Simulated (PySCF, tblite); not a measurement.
C₆H₁₁BSSi.
Structure used (GFN2-xTB), in Å, numbered top down from 1:
```xyz
20
C6H11BSSi angstrom
B      4.3537    0.0386    0.5935
S      3.0069    0.0327   -0.5222
Si     1.2678   -0.2405    0.7539
C     -0.2222   -0.2888   -0.4028
C     -0.6799    1.0275   -1.0663
C     -2.1201    0.7409   -0.6267
C     -1.6093   -0.3967    0.2822
C     -2.2724   -1.6678    0.1570
C     -2.8108   -2.7256   -0.0027
H      5.4235    0.1737    0.1472
H      4.1705   -0.0870    1.7415
H      1.1995    0.9069    1.6616
H      1.4317   -1.4844    1.5040
H     -0.1159   -1.0765   -1.1516
H     -0.5118    1.0932   -2.1386
H     -0.2631    1.9151   -0.5929
H     -2.7475    0.3704   -1.4355
H     -2.6396    1.5501   -0.1174
H     -1.5775   -0.1031    1.3342
H     -3.2886   -3.6518   -0.1214
```

Jobs on this species (20 atoms, 82 electrons) with PySCF (density fitting) and tblite. Hardware of each: one thread, Arm Neoverse N1 (aarch64), shared host. Other jobs ran on the host; a repeat could differ by tens of per cent or more.

**Question.** Rank these jobs by wall time, shortest first.
A. PBE0/pcSseg-1; shieldings, ring-centre shieldings, charges and field gradients; 222 basis functions
B. GFN2-xTB; L-BFGS relaxation
C. GFN2-xTB; Hessian by finite differences

**Answer.** C (1.7 s), B (4.6 s), A (82 s).

All jobs:

```csv
level and settings,work,basis functions,SCF cycles,wall time
GFN2-xTB,Hessian by finite differences,–,–,1.7 s
GFN2-xTB,L-BFGS relaxation,–,–,4.6 s
PBE0/pcSseg-1,"shieldings, ring-centre shieldings, charges and field gradients",222,14,82 s
```

**Question.** What do all jobs in the table cost together?

**Answer.** About 88 s; the longest takes about 93 % of that, and about 48 times as long as the shortest.
